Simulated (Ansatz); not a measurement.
Gas-phase electronic energies from Ansatz, PBE0-D4/def2-TZVP geometries. CBS: MP2 limit from def2 TZ/QZ plus the TZ coupled-cluster correction, frozen cores. This one scheme is used for every species. DFT in def2-TZVPP. B3LYP here is the variant with VWN-RPA as its local correlation; programs differ in this. Each species was taken in one conformer, which may not be the lowest.

Consider the cleavage of the Si–B bond: `[SiH3][SiH2]BS` + `BN` → `BN[SiH2][SiH3]` + `BS`.

`[SiH3][SiH2]BS`:

Z-matrix (Å, degrees):
```
Si
Si 1 2.345
H 1 1.488 2 111.0
H 1 1.488 2 110.2 3 -120.5
H 1 1.488 2 109.8 3 120.1
B 2 1.998 1 107.8 3 179.3
H 2 1.490 1 108.3 3 57.5
H 2 1.493 1 108.2 3 -59.9
S 6 1.764 2 123.8 1 99.3
H 6 1.195 2 122.5 1 -77.0
H 9 1.347 6 100.1 2 3.7
```

`BN`:

```xyz
6

B     0.178   -0.636   -0.173
N    -0.184    0.654    0.178
H     0.878   -1.264    0.568
H    -0.218   -1.089   -1.207
H    -0.768    1.238   -0.396
H     0.113    1.097    1.031
```

`BN[SiH2][SiH3]`:

Cartesian coordinates in Å:
```
B -1.249 -1.729 -1.015
N -0.063 -1.017 -0.811
Si 0.098 0.710 -0.573
Si 0.890 1.191 1.580
H -2.285 -1.129 -1.059
H -1.210 -2.920 -1.140
H 0.791 -1.559 -0.774
H 1.055 1.265 -1.572
H -1.241 1.308 -0.795
H -0.083 0.736 2.609
H 2.183 0.489 1.812
H 1.114 2.654 1.737
```

`BS`:

Z-matrix (Å, degrees):
```
B
S 1 1.765
H 1 1.192 2 115.8
H 1 1.190 2 121.4 3 -180.0
H 2 1.344 1 99.2 3 180.0
```

```tsv
level	ΔE (kJ/mol)	difference from CCSD(T)/CBS
PBE-D4	-16.9	18.8
r2SCAN-D4	-27.5	8.2
PBE0-D4	-22.9	12.8
B3LYP-D4	-34.5	1.2
ωB97X-V	-35.3	0.4
ωB97M-V	-37.1	-1.4
B2PLYP	-38.3	-2.6
PBE	-17.5	18.2
r2SCAN	-27.7	8.0
PBE0	-23.7	12.0
B3LYP	-35.6	0.1
HF/def2-TZVPP	-56.1	-20.4
MP2/def2-TZVPP	-40.2	-4.5
SCS-MP2/def2-TZVPP	-44.3	-8.6
CCSD/def2-TZVPP	-38.9	-3.2
CCSD(T)/def2-TZVPP	-35.7	0.0
HF/def2-QZVPP	-57.5	-21.8
MP2/def2-QZVPP	-40.7	-5.0
SCS-MP2/def2-QZVPP	-44.7	-9.0
HF/CBS(def2)	-57.7	-22.0
MP2/CBS(def2)	-40.2	-4.5
CCSD/CBS(def2)	-38.9	-3.2
CCSD(T)/CBS	-35.7	0
```

Largest T1 diagnostic among the species: 0.016.

In def2-TZVPP, CCSD(T) changes the Hartree–Fock value by +20.4 kJ/mol (the triples alone add +3.2 kJ/mol) and MP2 by +15.9 kJ/mol. From PBE to PBE0 (25 % exact exchange), in def2-TZVPP and without D4, ΔE moves by −6.2 kJ/mol.
